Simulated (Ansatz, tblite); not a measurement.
Spin states of SnPt₂⁺, each relaxed with r2SCAN-D4/def2-TZVP in Ansatz. Electronic energies in the gas phase.

In the def2 sets Pt, Sn take a core potential; there is no spin–orbit coupling. The xTB rows come from tblite. HSE06 is defined as in plane-wave codes, on full-range PBE exchange. Correlated methods freeze 4 core orbitals; core or outer-core shells of Pt, Sn are correlated, in sets that lack core-valence functions. In CCSD on the charge 1 quartet the largest single amplitude is 0.37, so its Hartree–Fock determinant may place the open shell otherwise than the density functionals do. HOMO above LUMO, or a gap near zero within one spin, warns that the state may not be the lowest or that an electron is smeared out. The structure comes from a short search, and lower isomers may exist.

Doublet geometry (C2v within 0.1 Å):

```xyz
3

Pt   -1.145   -0.825    0.115
Pt    0.174    0.618   -1.262
Sn    0.970    0.207    1.147
```

Quartet geometry (C2v within 0.1 Å):

Cartesian coordinates in Å:
```
Pt -0.5207 -1.3271 0.0814
Pt 0.1040 0.5034 -1.3323
Sn 0.4167 0.8238 1.2508
```

⟨S²⟩: doublet 0.76 at PBE0-D4/def2-TZVP (pure 0.75), quartet 3.79 at PBE0-D4/def2-TZVP (pure 3.75).

Run but left out: HF/def2-TZVP, MP2/def2-TZVP (doublet: ⟨S²⟩ 1.19, where a pure state has 0.75).

Only these spin states were relaxed. Higher spins weren't run and may lie lower.

Second-order perturbation terms are unreliable where d shells bring near-degenerate states, and here B2PLYP/def2-TZVP lies more than 0.4 eV from the median of the functionals without such a term.

```csv
level,quartet − doublet (kcal/mol),lowest of these,remarks
GFN1-xTB,36.4,doublet,–
GFN2-xTB,22.0,doublet,–
B97M-V/def2-TZVP,26.0,doublet,–
HSE06-D4/def2-TZVP,27.3,doublet,–
B2PLYP/def2-TZVP,41.0,doublet,–
CCSD/def2-TZVP,23.4,doublet,"large T1 (0.073) (doublet), large T1 (0.080) (quartet), spin-contaminated (⟨S²⟩ 1.19) (doublet)"
```

(1) Estimate the rows for LDA (SPW92)/def2-TZVP, PBE-D4/def2-TZVP, r2SCAN-D4/def2-TZVP, PBE0-D4/def2-TZVP, RPA@PBE/def2-TZVP, CCSD(T)/def2-TZVP.

## Answers

(1) 
```json
{"level": "LDA (SPW92)/def2-TZVP", "quartet − doublet (kcal/mol)": "27.0", "lowest of these": "doublet", "remarks": "gap within one spin near zero (quartet)"}
{"level": "PBE-D4/def2-TZVP", "quartet − doublet (kcal/mol)": "25.6", "lowest of these": "doublet", "remarks": "–"}
{"level": "r2SCAN-D4/def2-TZVP", "quartet − doublet (kcal/mol)": "23.5", "lowest of these": "doublet", "remarks": "–"}
{"level": "PBE0-D4/def2-TZVP", "quartet − doublet (kcal/mol)": "27.4", "lowest of these": "doublet", "remarks": "–"}
{"level": "RPA@PBE/def2-TZVP", "quartet − doublet (kcal/mol)": "22.1", "lowest of these": "doublet", "remarks": "–"}
{"level": "CCSD(T)/def2-TZVP", "quartet − doublet (kcal/mol)": "25.7", "lowest of these": "doublet", "remarks": "large T1 (0.073) (doublet), large T1 (0.080) (quartet), spin-contaminated (⟨S²⟩ 1.19) (doublet)"}
```

The xTB methods have no spin-polarisation term.
